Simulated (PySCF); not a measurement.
A PySCF script (with the pyscf-properties extension) for the NMR shieldings of `C[SiH2][Si@@H](SC)C(F)(F)F`, C3H9F3SSi2, on a GFN2-xTB geometry:

```python
import basis_set_exchange as bse
import numpy as np
from pyscf import gto, dft
from pyscf.prop import nmr

atoms = """
C     3.221329   -0.132300   -0.262157
Si    1.771556    0.322275   -1.398006
Si   -0.122956    0.519096   -0.067823
S    -1.711890    1.543582   -1.081235
C    -3.211294    0.889798   -0.269072
C    -0.769345   -1.300084    0.283050
F     0.247465   -2.109821    0.657717
F    -1.676371   -1.368764    1.279316
F    -1.337832   -1.895432   -0.785184
H     4.128667   -0.297254   -0.835090
H     3.428107    0.656222    0.456315
H     3.016050   -1.041906    0.295718
H     2.039886    1.600331   -2.066915
H     1.599534   -0.716089   -2.423783
H    -0.116690    1.006392    1.319609
H    -4.033808    1.507978   -0.611824
H    -3.112189    0.961046    0.808710
H    -3.368979   -0.138753   -0.575766
"""
names = dict.fromkeys(["C", "Si", "S", "F", "H"], "pcSseg-1")
basis = {el: gto.basis.parse(bse.get_basis(n, elements=[el], fmt="nwchem")) for el, n in names.items()}
mol = gto.M(atom=atoms, basis=basis, charge=0, verbose=0)
mf = dft.RKS(mol, xc="PBE0")
mf.grids.level = 2
mf.grids.alignment = dft.numint.BLKSIZE   # the property module wants whole blocks of grid points
mf.conv_tol = 1e-9
mf.kernel()

calc = nmr.RKS(mf)   # GIAO
C = mf.mo_coeff
Co = C[:, mf.mo_occ > 0]
resp = mf.gen_response(singlet=True, hermi=2)
def vind(x):   # induced exchange potential for any number of trial vectors
    d = np.einsum("pi,xij,qj->xpq", C, 2 * x.reshape(-1, C.shape[1], Co.shape[1]), Co, optimize=True)
    return np.einsum("xpq,pi,qj->xij", resp(d - d.transpose(0, 2, 1)), C, Co, optimize=True).ravel()
mo1, _ = nmr.rhf.solve_mo1(calc, with_cphf=vind)
sigma = calc.kernel(mo1)
for i, s in enumerate(sigma):   # ppm
    w = np.linalg.eigvalsh((s + s.T) / 2)
    print("%2d %-2s iso %8.1f  s11 %8.1f  s22 %8.1f  s33 %8.1f" % (i, mol.atom_pure_symbol(i), w.mean(), *w))
```

Q: What are the results?

A: 
```
 0 C  iso    196.2  s11    190.5  s22    198.2  s33    199.9
 1 Si iso    425.9  s11    400.5  s22    408.3  s33    468.7
 2 Si iso    368.9  s11    337.0  s22    358.1  s33    411.7
 3 S  iso    715.8  s11    606.0  s22    644.4  s33    896.8
 4 C  iso    170.3  s11    158.4  s22    164.4  s33    188.0
 5 C  iso     45.7  s11     39.2  s22     43.5  s33     54.5
 6 F  iso    241.4  s11    147.5  s22    246.6  s33    330.0
 7 F  iso    227.9  s11    134.9  s22    235.2  s33    313.5
 8 F  iso    244.1  s11    141.8  s22    261.2  s33    329.3
 9 H  iso     31.3  s11     26.1  s22     27.7  s33     40.0
10 H  iso     31.6  s11     26.8  s22     29.0  s33     38.9
11 H  iso     31.3  s11     25.5  s22     30.5  s33     37.8
12 H  iso     27.7  s11     23.6  s22     26.6  s33     33.0
13 H  iso     27.5  s11     24.0  s22     26.3  s33     32.1
14 H  iso     26.6  s11     23.3  s22     25.0  s33     31.4
15 H  iso     29.6  s11     23.4  s22     26.6  s33     38.9
16 H  iso     29.5  s11     24.9  s22     27.4  s33     36.1
17 H  iso     29.2  s11     23.3  s22     28.7  s33     35.7
```

These numbers come from an equivalent density-fitted implementation of the same equations, which agrees with the script to about 0.01 ppm for H and up to a few tenths of a ppm for heavy atoms, so last digits may differ.

Q: Turn these shieldings into chemical shifts. Shifts are taken against calculated references (same method and geometry level): TMS for 13C (σ = 186.93 ppm) and 29Si (σ = 349.16 ppm) and 1H (σ = 31.72 ppm); CS2 for 33S (σ = 503.73 ppm); 19F (σ = 170.95 ppm) against CFCl3.

A: Averaging equivalent atoms: C 5: 141.2; C 4: 16.7; C 0: -9.3; Si 2: -19.8; Si 1: -76.7; S 3: -212; F 6/7/8: -66.8; H 14: 5.11; H 13: 4.26; H 12: 3.98; H 15/16/17: 2.27; H 9/10/11: 0.34 ppm. Unscaled 19F shifts against computed CFCl3 carry errors that often reach 10 to 50 ppm.

Size and cost of the density-fitted run: 219 basis functions, 2.1 min wall time on 1 thread of an Intel Xeon, shared host; peak memory 1.1 GiB.
